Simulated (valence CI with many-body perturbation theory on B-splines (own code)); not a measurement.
Pt LVI: calculated level list

Method: configuration interaction combined with many-body perturbation theory (CI+MBPT): five valence electrons over a frozen Dirac-Fock core [Ar], a basis of 7 s, 7 p, 8 d, 6 f, 4 g, 1 h functions for each j, with the one-electron correlation potential Σ1, the two-electron term Σ2, the three-electron term Σ3, Breit, model QED; selected CI, second order for the rest, scaled by the run's own slope (own B-spline code, finite nucleus).

No measured spectrum was set against this ion. As an estimate, large intervals hold to a few tenths of a per cent, small ones and those within an open d or f shell to about a per cent. Excitations out of the core, of the other parity, are not computed and may begin above about 267 eV (a cautious bound); beyond it only levels of the ground parity were kept, without lifetimes. Only levels of the ground parity were solved; by the run's estimate the other parity begins above the list, which can be wrong where configurations are misplaced.

Levels 1 to 37 of 37, with energies above the lowest level, (3d3/2^4 3d5/2) J=5/2. "Leading %" is the weight of the configuration and term that name the level; weights of strongly mixed levels are sums over their largest components and can fall short. In the jj column 3d3/2^4 stands for four electrons in 3d with j = 3/2. Lifetimes count E1, E2, E3, M1 and M2 decay at the calculated energies, and are blank where another channel may lead or the interval is too uncertain; long ones can be off by a factor of two.

| No. | Configuration | Term | J | E (eV) | Leading % | Lifetime | Leading jj | Second component |
| --- | --- | --- | --- | --- | --- | --- | --- | --- |
| 1 | 3d5 | 2D | 5/2 | 0.00 | 26 |  | 3d3/2^4 3d5/2 (98 %) | 24 % 3d5 4P |
| 2 | 3d5 | 6S | 5/2 | 77.84 | 33 | 128 ns | 3d3/2^3 3d5/2^2 (96 %) | 22 % 3d5 2F |
| 3 | 3d5 | 4G | 7/2 | 90.02 | 31 | 281 ns | 3d3/2^3 3d5/2^2 (100 %) | 26 % 3d5 2F |
| 4 | 3d5 | 2H | 11/2 | 91.17 | 45 |  | 3d3/2^3 3d5/2^2 (99 %) | 31 % 3d5 4G |
| 5 | 3d5 | 4D | 3/2 | 92.23 | 38 | 124 ns | 3d3/2^3 3d5/2^2 (99 %) | 28 % 3d5 4P |
| 6 | 3d5 | 2G | 9/2 | 97.44 | 34 | 291 μs | 3d3/2^3 3d5/2^2 (98 %) | 25 % 3d5 4G |
| 7 | 3d5 | 2D | 5/2 | 101.71 | 36 | 7.74 μs | 3d3/2^3 3d5/2^2 (97 %) | 24 % 3d5 4D |
| 8 | 3d5 | 4P | 1/2 | 106.22 | 38 | 32.7 μs | 3d3/2^3 3d5/2^2 (95 %) | 33 % 3d5 2S |
| 9 | 3d5 | 2F | 7/2 | 106.32 | 39 | 3.95 μs | 3d3/2^3 3d5/2^2 (99 %) | 34 % 3d5 2G |
| 10 | 3d5 | 2D | 3/2 | 125.56 | 64 | 1.69 μs | 3d3/2^3 3d5/2^2 (94 %) | 18 % 3d5 4F |
| 11 | 3d5 | 6S | 5/2 | 166.64 | 37 | 63.5 ns | 3d3/2^2 3d5/2^3 (96 %) | 26 % 3d5 2D |
| 12 | 3d5 | 4D | 7/2 | 176.08 | 52 | 113 ns | 3d3/2^2 3d5/2^3 (100 %) | 42 % 3d5 4G |
| 13 | 3d5 | 4G | 11/2 | 176.25 | 50 | 168 ns | 3d3/2^2 3d5/2^3 (99 %) | 49 % 3d5 2I |
| 14 | 3d5 | 4G | 9/2 | 178.49 | 64 | 168 ns | 3d3/2^2 3d5/2^3 (98 %) | 35 % 3d5 2G |
| 15 | 3d5 | 2I | 13/2 | 181.46 | 100 | 877 ns | 3d3/2^2 3d5/2^3 (100 %) |  |
| 16 | 3d5 | 4D | 1/2 | 184.20 | 79 | 89.9 ns | 3d3/2^2 3d5/2^3 (99 %) | 18 % 3d5 2S |
| 17 | 3d5 | 4P | 3/2 | 185.42 | 54 | 66.9 ns | 3d3/2^2 3d5/2^3 (98 %) | 35 % 3d5 4F |
| 18 | 3d5 | 2F | 5/2 | 186.41 | 42 | 120 ns | 3d3/2^2 3d5/2^3 (98 %) | 33 % 3d5 4D |
| 19 | 3d5 | 2H | 9/2 | 191.96 | 53 | 105 ns | 3d3/2^2 3d5/2^3 (100 %) | 47 % 3d5 4F |
| 20 | 3d5 | 2G | 7/2 | 194.55 | 61 | 336 ns | 3d3/2^2 3d5/2^3 (100 %) | 35 % 3d5 2F |
| 21 | 3d5 | 4F | 5/2 | 197.15 | 65 | 96.4 ns | 3d3/2^2 3d5/2^3 (99 %) | 26 % 3d5 2D |
| 22 | 3d5 | 2D | 3/2 | 197.25 | 83 | 254 ns | 3d3/2^2 3d5/2^3 (94 %) | 15 % 3d5 4D |
| 23 | 3d5 | 2G | 7/2 | 204.03 | 48 | 194 ns | 3d3/2^2 3d5/2^3 (98 %) | 32 % 3d5 2F |
| 24 | 3d5 | 4P | 1/2 | 204.20 | 47 | 132 ns | 3d3/2^2 3d5/2^3 (91 %) | 42 % 3d5 2P |
| 25 | 3d5 | 2G | 9/2 | 213.53 | 80 | 344 ns | 3d3/2^2 3d5/2^3 (99 %) | 10 % 3d5 4F |
| 26 | 3d5 | 2P | 3/2 | 230.12 | 74 | 336 ns | 3d3/2^2 3d5/2^3 (98 %) | 23 % 3d5 2D |
| 27 | 3d5 | 2D | 5/2 | 234.51 | 81 | 203 ns | 3d3/2^2 3d5/2^3 (96 %) | 10 % 3d5 2F |
| 28 | 3d5 | 4P | 5/2 | 266.37 | 34 | 42.9 ns | 3d3/2 3d5/2^4 (97 %) | 26 % 3d5 2F |
| 29 | 3d5 | 2F | 7/2 | 276.14 | 28 |  | 3d3/2 3d5/2^4 (100 %) | 26 % 3d5 4F |
| 30 | 3d5 | 2H | 11/2 | 277.48 | 54 |  | 3d3/2 3d5/2^4 (100 %) | 27 % 3d5 2I |
| 31 | 3d5 | 4D | 3/2 | 279.55 | 32 |  | 3d3/2 3d5/2^4 (99 %) | 28 % 3d5 2D |
| 32 | 3d5 | 2G | 9/2 | 285.33 | 51 |  | 3d3/2 3d5/2^4 (98 %) | 19 % 3d5 4F |
| 33 | 3d5 | 2D | 5/2 | 290.41 | 58 |  | 3d3/2 3d5/2^4 (96 %) | 23 % 3d5 2F |
| 34 | 3d5 | 2G | 7/2 | 294.14 | 50 |  | 3d3/2 3d5/2^4 (99 %) | 36 % 3d5 2F |
| 35 | 3d5 | 2P | 1/2 | 301.78 | 45 |  | 3d3/2 3d5/2^4 (95 %) | 38 % 3d5 2S |
| 36 | 3d5 | 2D | 3/2 | 319.36 | 74 |  | 3d3/2 3d5/2^4 (97 %) | 16 % 3d5 2P |
| 37 | 3d5 | 2D | 5/2 | 374.88 | 36 |  | 3d5/2^5 (98 %) | 24 % 3d5 2F |

The ionisation energy to 3d4 3P_0 of the next ion comes out as 5410 eV (NIST: 5410 ± 5 eV (theoretical)). All 37 levels together are meant to be complete up to 267.47 eV.
